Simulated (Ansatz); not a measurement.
Consider the ligand exchange at the Si–N bond: `O=C=N[SiH2]Cl` + `[SiH3]S` → `[SiH3]S[SiH2]Cl` + `N=C=O`.

Program: Ansatz. Geometries: PBE0-D4/def2-TZVP. ΔE: electronic, gas phase. CBS: MP2 limit from def2 TZ/QZ plus the TZ coupled-cluster correction, frozen cores. This one scheme is used for every species. Functionals use def2-TZVPP. B3LYP here is the variant with VWN-RPA as its local correlation; programs differ in this. One conformer a species, not always the lowest.

`O=C=N[SiH2]Cl`:

```xyz
7

O    -1.682    0.899   -2.299
C    -1.024    0.387   -1.490
N    -0.347   -0.182   -0.684
Si    0.567   -0.367    0.736
Cl    0.586    1.377    1.804
H    -0.056   -1.414    1.567
H     1.956   -0.700    0.365
```

`[SiH3]S`:

Cartesian coordinates in Å:
```
Si -0.189 0.426 -0.247
S 0.748 -1.486 -0.066
H -1.583 0.404 0.265
H -0.189 0.712 -1.702
H 0.570 1.478 0.476
H 0.643 -1.534 1.273
```

`[SiH3]S[SiH2]Cl`:

```xyz
9

Si   -0.154    1.577    0.323
S     1.417    0.287   -0.371
Si    0.359   -1.545   -0.277
Cl   -1.324   -1.524   -1.457
H    -0.957    0.869    1.352
H     0.515    2.762    0.909
H    -1.030    1.992   -0.798
H    -0.100   -1.829    1.100
H     1.275   -2.590   -0.782
```

`N=C=O`:

```xyz
4

N    -0.008   -0.622    0.446
C    -0.132    0.203   -0.428
O    -0.321    0.896   -1.339
H     0.462   -0.477    1.321
```

```csv
level,ΔE (kcal/mol),difference from CCSD(T)/CBS
PBE-D4,3.0,-2.9
r2SCAN-D4,5.2,-0.7
PBE0-D4,4.3,-1.6
B3LYP-D4,6.5,0.6
ωB97X-V,6.4,0.5
B2PLYP,7.8,1.9
PBE,4.3,-1.6
PBE0,5.5,-0.4
B3LYP,8.6,2.7
MP2/def2-TZVPP,6.3,0.4
SCS-MP2/def2-TZVPP,7.7,1.8
HF/def2-QZVPP,12.8,6.9
MP2/def2-QZVPP,5.8,-0.1
SCS-MP2/def2-QZVPP,7.3,1.4
HF/CBS(def2),12.8,6.9
MP2/CBS(def2),5.3,-0.6
CCSD(T)/CBS,5.9,0
```

Largest T1 diagnostic among the species: 0.018.

From PBE to PBE0 (25 % exact exchange), in def2-TZVPP and without D4, ΔE moves by +1.2 kcal/mol. In def2-TZVPP, CCSD(T) changes the Hartree–Fock value by −5.8 kcal/mol (the triples alone add −1.2 kcal/mol) and MP2 by −6.3 kcal/mol.
